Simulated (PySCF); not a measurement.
Mapped SMILES: `[CH3:1][NH:2][Si@@H:3]([NH2:4])[O:5][SiH3:6]` (H(Xn): hydrogen on atom n).

One computed conformer, no solvent, relativity neglected, one averaged value for each set of equivalent atoms. Coordinates at the GFN2-xTB level; shieldings: GIAO PBE0/pcSseg-1; PySCF.

Scale: TMS for ¹³C (σref 186.93) and ¹H (σref 31.72) and ²⁹Si (σref 349.16); NH3 for ¹⁵N (σref 267.73); ¹⁷O (σref 336.08) against H2O (reference shieldings calculated alike).

```json
{"atoms": "H(Si3)", "nucleus": "¹H", "count": "1", "δ (ppm)": "?"}
{"atoms": "H(N2)", "nucleus": "¹H", "count": "1", "δ (ppm)": "?"}
{"atoms": "N2", "nucleus": "¹⁵N", "count": "1", "δ (ppm)": "29.9"}
{"atoms": "C1", "nucleus": "¹³C", "count": "1", "δ (ppm)": "30.3"}
{"atoms": "O5", "nucleus": "¹⁷O", "count": "1", "δ (ppm)": "48.9"}
{"atoms": "H(N4)", "nucleus": "¹H", "count": "2", "δ (ppm)": "0.69"}
{"atoms": "Si3", "nucleus": "²⁹Si", "count": "1", "δ (ppm)": "-45.0"}
{"atoms": "H(C1)", "nucleus": "¹H", "count": "3", "δ (ppm)": "?"}
{"atoms": "Si6", "nucleus": "²⁹Si", "count": "1", "δ (ppm)": "-50.2"}
{"atoms": "N4", "nucleus": "¹⁵N", "count": "1", "δ (ppm)": "32.5"}
{"atoms": "H(Si6)", "nucleus": "¹H", "count": "3", "δ (ppm)": "5.12"}
```

Fill in the missing shifts.

## Answers


- H(Si3): 4.81 ppm, hydrogen on a silicon bonded to 2 N, O
- H(C1): 2.80 ppm, hydrogen on a methyl carbon bonded to N; its carbon carries N, an electronegative neighbour
- H(N2): 0.10 ppm, hydrogen on a nitrogen bonded to C, Si; labile proton, position sensitive to the medium

The OH or NH signal is concentration- and solvent-dependent in practice; the value given is the gas-phase one. Shifts are as computed. Against solution values, carbons near 30 ppm lie about +3 ppm off and those near 130 ppm about +5 ppm. Of 1309 compounds with measured shifts, 239 miss one by over three times the rms of a fit or turn the order of signals round; such compounds aren't used in these exercises. Experimental scales use liquid or dissolved standards, which lie at an offset from isolated NH3 (liquid NH3: subtract about 20 ppm) and H2O (liquid H2O: subtract about 36 ppm).
